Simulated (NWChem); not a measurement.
Molecule: C$_{2}$H$_{5}$ClSi; SMILES C=C([SiH3])Cl

```xyz
9

C      1.8018     0.2965     0.0000
C      0.4678     0.1149     0.0000
Si    -0.4301    -1.5475     0.0000
Cl    -0.6219     1.4995     0.0000
H      2.4704    -0.5787     0.0000
H      2.2584     1.2993     0.0000
H     -1.2978    -1.6503    -1.2219
H      0.5937    -2.6488     0.0000
H     -1.2978    -1.6503     1.2219
```
Atoms are numbered in this order, from 1.

Computed with NWChem. Pople sets run with spherical d functions. Geometry: optimised at PBE-D3(BJ)/def2-SVP. Level: PBE0/6-31G* with SMD (1 M gas to 1 M solution), gas-phase geometry. Reactions with the solvent are ignored.

Q: Order these by “cavity-dispersion-structure term (kcal/mol)”, lowest first: ethylene glycol; 2-propanol; water; dimethyl sulfoxide.

A: 2-propanol (-0.1), dimethyl sulfoxide (1.3), ethylene glycol (2.2), water (3.9)
